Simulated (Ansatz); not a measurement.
Ideal-gas functions of `FBB([SiH3])Br` at 600 K and 1 bar, from an Ansatz frequency run at PBE0-D4/def2-TZVP.

Molar mass 152.64 g/mol, point group C1 (symmetry number 1), electronic degeneracy 1, moments of inertia 243.421, 308.554, 527.495 u Å². Harmonic wavenumbers (cm⁻¹, unscaled): 19, 65, 119, 141, 169, 322, 435, 545, 619, 728, 869, 902, 928, 939, 941, 1109, 1337, 2201, 2217, 2233, 2563.

Use S(trans) = R[1.5 ln M + 2.5 ln T − 1.1517]; rotational temperatures θ = 24.2544 K / I; S(rot) = R[ln(√π/σ · √(T³/θAθBθC)) + 1.5]; for each mode x = 1.438777 ν̃/T, S = R[x/(eˣ − 1) − ln(1 − e⁻ˣ)] and H = RT x/(eˣ − 1); 1 cm⁻¹ = 0.0119627 kJ/mol; R = 8.31446 J/(mol·K).

Problem. By hand: the entropy, in J/(mol·K).

Solution. Translation 186.1. Rotation: θ = 0.0996, 0.0786, 0.046 K, giving 130.0. Vibration, mode by mode: 34.00, 23.78, 18.77, 17.37, 15.88, 10.67, 8.33, 6.66, 5.75, 4.66, 3.57, 3.35, 3.19, 3.13, 3.11, 2.27, 1.47, 0.27, 0.26, 0.25, 0.13, in all 166.9. Electronic 0.0. Sum 483.0 J/(mol·K).

Problem. By hand: H − E and G − E in kJ/mol, counted from the electronic energy.

Solution. Zero-point energy ½ × 19401 × 0.0119627 = 116.0; thermal vibration 43.6; translation, rotation and pV give 4 RT = 20.0. H − E = 179.6 kJ/mol, and G − E = 179.6 − 600 × 483.0/1000 = -110.2 kJ/mol.

Vibration gives 35 % of the entropy, 93.9 J/(mol·K) of it from the modes under 150 cm⁻¹: soft modes count most, and the harmonic formula is weakest for them. The sum counts one conformer and one mirror image; others add a mixing term.
